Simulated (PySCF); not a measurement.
Telling isomers of C6H5ClN2 apart by NMR

- PBE0/pcSseg-1 with gauge-including orbitals
- structure optimised with GFN2-xTB
- program: PySCF 2.14.0 with density-fitted response routines
- non-relativistic, one computed conformer, equivalent nuclei averaged, in vacuum

Scale: $^{1}$H, $^{13}$C vs TMS (reference shieldings calculated alike). Where no couplings were computed, multiplicities follow the n + 1 count of equivalent neighbours, and m marks all less simple cases (inequivalent or close neighbours, rings, F or P nearby). Shifts are as computed. Against solution values, carbons near 30 ppm lie about +3 ppm off and those near 130 ppm about +5 ppm; carbons on Cl a further +6 ppm. Of 1313 compounds with measured shifts, 239 miss one by over three times the rms of a fit or turn the order of signals round; such compounds aren't used in these exercises. Carbons bonded to Cl come out too deshielded.

(1) Tabulate the signals of `C=Cc1nccnc1Cl`, `C=Nc1ccc(Cl)nc1` and their relative energies.

(2) What is the quickest way to tell C=Cc1nccnc1Cl from C=Nc1ccc(Cl)nc1?

## Answers

(1) 
| SMILES | carbon types | δC | δH | E rel. (kcal/mol) |
| --- | --- | --- | --- | --- |
| C=Cc1nccnc1Cl | 2×C 3×CH 1×CH2 | 158.3, 153.3, 147.8, 147.4, 137.0, 133.9 | 8.61 (d, 1H), 8.42 (d, 1H), 7.54 (m, 1H), 7.53 (m, 1H), 6.19 (m, 1H) | 0.4 |
| C=Nc1ccc(Cl)nc1 | 2×C 3×CH 1×CH2 | 159.2, 155.8, 150.6, 139.9, 138.2, 129.5 | 7.86 (s, 1H), 7.67 (d, 1H), 7.63 (m, 1H), 7.48 (d, 1H), 7.47 (m, 1H) | 0.0 |

Energies are electronic energies at PBE0/pcSseg-1 on these geometries, without zero-point or thermal terms, each for the one conformer computed, which needn't be the lowest.

(2) Both give the same number of carbon signals, with the same numbers of each carbon type, so the positions decide. The first has a terminal =CH2 carbon at 133.9 ppm, the second a C=N carbon (CH2) at 155.8 ppm. Their most deshielded carbons lie at 158.3 and 159.2 ppm. In the proton spectra the most deshielded non-exchanging signals are 8.61 (d, 1H) and 7.86 (s, 1H).
